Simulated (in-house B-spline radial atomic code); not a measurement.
## Ionising the oxygen ion O⁴⁺ with different functionals

Computed with an all-electron radial atomic-structure program (B-spline basis): scalar-relativistic (spin-free X2C) Hamiltonian, Fermi nucleus of rms radius 2.6991 fm, spin-polarised at highest spin, spherical fractional occupations for the functionals, the average over the highest-spin determinants for Hartree-Fock. The ionisation energy is the difference of two self-consistent energies, [He] 2s2 → [He] 2s1, without Breit or QED terms; ε is the level of the shell that loses the electron (its least bound occupied spin orbital).

```tsv
method	rung	ΔSCF (eV)	-ε(2s) (eV)
Hartree-Fock	Hartree-Fock	111.10	111.41
HF fractional	Hartree-Fock	?	?
LDA VWN5	LDA	112.28	102.26
LDA PW92	LDA	112.27	102.25
LDA exchange-only	LDA	110.01	100.53
PBE	GGA	112.69	102.72
PBEsol	GGA	112.22	102.38
BLYP	GGA	112.64	102.69
RPBE	GGA	112.84	102.78
PW91	GGA	112.82	102.81
BP86	GGA	112.74	102.82
AM05	GGA	112.07	102.25
OLYP	GGA	112.62	102.79
TPSS	meta-GGA	112.70	103.16
r2SCAN	meta-GGA	111.93	103.20
revTPSS	meta-GGA	112.61	103.24
PBE0	global hybrid	?	?
B3LYP	global hybrid	112.77	104.78
TPSSh	global hybrid	112.67	104.09
BHandHLYP	global hybrid	112.51	107.53
r2SCAN0	global hybrid	112.03	105.46
B97-1	global hybrid	112.83	104.80
HSE06	range-separated hybrid	112.59	104.73
wB97X	range-separated hybrid	111.59	107.77
CAM-B3LYP	range-separated hybrid	112.69	106.72
LC-wPBE	range-separated hybrid	112.81	108.26
```

(1) What does HF fractional give?

(2) What does PBE0 give?

(3) Among the functionals, which spreads more, the ΔSCF values or the orbital energies?

(4) How do they compare with the NIST value?

Answers

(1) ΔSCF 111.10 eV, and -ε(2s) = 111.41 eV.

(2) ΔSCF 112.59 eV, and -ε(2s) = 105.16 eV.

(3) The orbital energies: ΔSCF values span about 2.83 eV and the orbital energies 7.73 eV.

(4) NIST lists 113.899 eV (measured, ground level to ground level). Errors run from -3.89 to -1.06 eV; RPBE is closest (-1.06 eV), but part of that can be cancellation, since the calculations leave out Breit-QED terms, the near-degeneracy of s² and p². Hartree-Fock also lacks correlation.
